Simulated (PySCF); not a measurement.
**UHF on Cr (chromium, neutral)**

Configuration: [Ar] 3d5 4s1, high-spin 7S determinant. All numbers are calculated (PySCF 2.14, scalar relativity by spin-free X2C-1e, in x2c-QZVPPall (11s7p5d3f2g, 96 functions)).

| Item | Value |
| --- | --- |
| Total energy | -1049.673242 hartree |
| One-electron energy | -1447.8747 hartree |
| Hartree (Coulomb) energy | 446.3965 hartree |
| Exchange energy | -48.1951 hartree |
| ⟨S²⟩ | 12.0001 |
| ⟨L²⟩ | 0.000 |
| Sum of ⟨r⟩ | 20.43 bohr |
| Sum of ⟨r²⟩ | 37.33 bohr² |
| Langevin diamagnetic susceptibility | -29.6 ×10⁻⁶ cm³/mol |

```csv
shell,electrons,mean orbital energy (eV),"rms radius, mean of both spins (bohr)"
1s β,1,-6041.8,0.0734
1s α,1,-6041.8,0.0734
2s α,1,-724.02,0.316
2s β,1,-721.36,0.316
2p α,3,-605.29,0.287
2p β,3,-602.68,0.287
3s α,1,-95.611,0.972
3s β,1,-86.221,0.972
3p α,3,-61.812,1.06
3p β,3,-50.415,1.06
3d α,5,-9.978,1.60
4s α,1,-6.161,3.91
```

Densities and radii are taken from the X2C orbitals without a picture-change correction, which distorts them close to the nucleus.

Spin-orbit constants ζ (cm⁻¹) from the X2C one-electron operator on these orbitals: bare nucleus, nucleus screened by l(l+1)(2l+1)/3 electrons, and screened by the Breit-Pauli mean field of the electrons.

| shell | bare | screened nucleus | mean field |
| --- | --- | --- | --- |
| 2p | 49350 | 45230 | 43370 |
| 3p | 5574 | 5110 | 4864 |
| 3d | 399.9 | 233.3 | 203.4 |
